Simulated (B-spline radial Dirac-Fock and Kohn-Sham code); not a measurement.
4f7/2 photoionisation of Lu near threshold

System: neutral lutetium, configuration [Xe] 4f14 5d1 6s2. The computed 4f7/2 threshold is 12.42 eV; without correlation, outer thresholds are uncertain by 1 to 2 eV. With an open shell the threshold is an average over the terms of the final ion.

These are calculated numbers from a B-spline atomic structure program; the model is independent-particle photoionisation in a Dirac-Hartree-Slater potential with a Latter tail, all multipoles, thresholds from Dirac-Fock ΔSCF. Interchannel coupling and autoionising resonances are not included, so magnitudes near threshold are approximate.

Question: How do σ and β run from threshold to 400 eV kinetic energy?

Answer: The cross section shows no minimum in this range. Its largest value, 4.09 Mb, lies 131 eV above threshold, delayed by the centrifugal barrier of the l+1 channel. β ranges from 0.32 (at 104.7 eV) to 1.67.

```
kinetic energy (eV)  σ (Mb)     β
                1.5   0.464  0.51
                1.9   0.471  0.57
                2.3   0.478  0.64
                2.9   0.486  0.73
                3.7   0.494  0.84
                4.6   0.501  0.97
                5.7   0.511  1.12
                7.2   0.524  1.29
                9.0   0.545  1.46
               11.2   0.583  1.60
               14.0   0.652  1.67
               17.5   0.771  1.63
               21.9   0.971  1.46
               27.4    1.27  1.21
               34.2    1.67  0.95
               42.8    2.15  0.72
               53.5    2.69  0.55
               66.9    3.27  0.43
               83.7    3.76  0.36
              104.7    4.03  0.32
              130.9    4.09  0.33
              163.6    3.87  0.36
              204.6    3.42  0.43
              255.8    2.81  0.51
              319.9    2.13  0.61
              400.0    1.49  0.71
```
